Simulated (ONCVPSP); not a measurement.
What the settings do to the ONCV potential of vanadium (V)

Base potential:

vanadium, optimised norm-conserving Vanderbilt (ONCV), made with ONCVPSP 4.0.1 (LDA (Perdew-Wang 92), scalar-relativistic). Core [Ar], reference 3d3 4s2. Waves: 4s: rc 2.60 bohr, ncon 4, nbas 7, qcut 3 1/bohr, 3 projectors, debl 2.1 Ha; p scattering state at 0.11 Ha: rc 2.00 bohr, ncon 3, nbas 6, qcut 3.3 1/bohr, local; 3d: rc 2.00 bohr, ncon 3, nbas 8, qcut 6.2 1/bohr, 1 projector. Local part: the p channel. Core correction: none.

All-electron outer shells of the reference configuration (LDA (PZ), scalar-relativistic, ld1.x):

```tsv
shell	level (eV)	outermost node (bohr)	outermost maximum (bohr)
3p	-43.95	0.35	0.84
3d	-5.38	–	0.88
4s	-4.85	1.17	2.72
```

Cutoffs, loose and tight: the cutoffs (Ha) at which the residual kinetic energy of the hardest occupied pseudo-wave falls to 1 and 0.1 mHa per electron. They do not see the model core or the augmentation charge, which bear on the density cutoff. Test errors are all-electron minus pseudo excitation energies from the reference, over the configurations 3d3 4s1; 3d3 4s0; 3d2 4s0; 3d1 4s0. A dash means not determined; rows that change the core or the reference have their own tests. The largest error is taken over the tests solved by every variant that gives reliable tests at all: 3d2 4s0; 3d3 4s0; 3d3 4s1.

A true bound ghost makes a file unfit for plane-wave use even where its test errors are small: the radial tests pick states by their node count and pass the ghost by.

```
      change    outcome  cutoff, loose  cutoff, tight  bound ghosts  GHOST(+) flags above zero  largest test error (meV)
        base  generated          18 Ha          35 Ha          none                          s                      +160
 s: debl 0.2  generated          18 Ha          35 Ha             s                          s                      +160
 s: debl 0.3  generated          18 Ha          35 Ha             s                          s                      +160
s: debl 0.45  generated          18 Ha          35 Ha             s                          s                      +160
s: debl 0.65  generated          18 Ha          35 Ha             s                       none                      +160
 s: debl 0.9  generated          18 Ha          35 Ha             s                       none                      +160
 s: debl 1.6  generated          18 Ha          35 Ha          none                          s                      +160
s: debl 1.95  generated          18 Ha          35 Ha          none                          s                      +160
   s: debl 3  generated          18 Ha          35 Ha          none                          s                      +160
 s: debl 4.5  generated          18 Ha          35 Ha          none                          s                      +161
```

Reading the sweep of the debl of the s channel (base included, trends over the rows without a ghost): The loose cutoff stays near 18 Ha. Bound ghosts are found at 0.2, 0.3, 0.45, 0.65, 0.9 Ha.
